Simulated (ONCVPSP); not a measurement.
# Ce: one change to an ONCV potential, before and after

cerium, optimised norm-conserving Vanderbilt (ONCV), made with ONCVPSP 4.0.1 (PBE, scalar-relativistic). Core [Kr] 4d10, reference 4f1 5s2 5p6 5d1.5 6s1.5. Waves: 5s+6s: rc 2.90 bohr, ncon 3, nbas 7, qcut 4.8 1/bohr, 2 projectors; 5p: rc 2.55 bohr, ncon 3, nbas 7, qcut 6.5 1/bohr, 2 projectors, debl 1.6 Ha; 5d: rc 3.45 bohr, ncon 4, nbas 8, qcut 5.2 1/bohr, 2 projectors, debl 1 Ha; 4f: rc 1.70 bohr, ncon 3, nbas 7, qcut 8.4 1/bohr, local. Local part: the f channel. Core correction: Teter function, fcfact 2.75, rcfact 1.35.

Change: p: debl 0.25. In the p channel the program set the typed energies aside and used -0.825, 0.250 Ha.

Cutoffs: the cutoffs (Ha) at which the residual kinetic energy of the hardest occupied pseudo-wave falls to 1 and 0.1 mHa per electron; they do not see the model core or the augmentation charge, which bear on the density cutoff. Errors are all-electron minus pseudo energies relative to the spin-unpolarised reference configuration.

Q: What does the change do?

A: The potential gets neither clearly harder nor softer (34 Ha and 78 Ha → 34 Ha and 78 Ha); both files keep a bound ghost (p); the errors of the 4 common tests hardly move; the range in which the p phases agree widens (upper end -0.2 → at the end of the scan).

```tsv
quantity	base	changed
cutoff, loose	34 Ha	34 Ha
cutoff, tight	78 Ha	78 Ha
bound ghosts	p	p
GHOST(+) flags under 300 eV	s at 1.8 eV, d at 102.0 eV	s at 1.8 eV, d at 102.0 eV
error for 4f1 5s2 5p6 5d1 6s2, meV [ΔE -0.40 eV]	-0.5	-0.5
error for 4f1 5s2 5p6 5d1 6s1, meV [ΔE 5.67 eV]	-0.1	-0.2
error for 4f1 5s2 5p6 5d1 6s0, meV [ΔE 16.75 eV]	-2.7	-2.6
error for 4f1 5s2 5p5 5d1 6s2, meV [ΔE 27.46 eV]	-29	-29
s: phases at 2.95 bohr within 0.05 rad from the reference energy up to (Ha; the scan ends near 5)	2.6	2.6
p: phases at 2.58 bohr within 0.05 rad from the reference energy up to (Ha; the scan ends near 5)	-0.2	to the end of the scan
d: phases at 3.50 bohr within 0.05 rad from the reference energy up to (Ha; the scan ends near 5)	2.7	2.7
f: phases at 1.73 bohr within 0.05 rad from the reference energy up to (Ha; the scan ends near 5)	0.2	0.2
rms error of d²Exc/dni dnj with the model core, mHa	6.36	6.36
```

 A true bound ghost makes a file unfit for plane-wave use even where its test errors are small: the radial tests pick states by their node count and pass the ghost by.
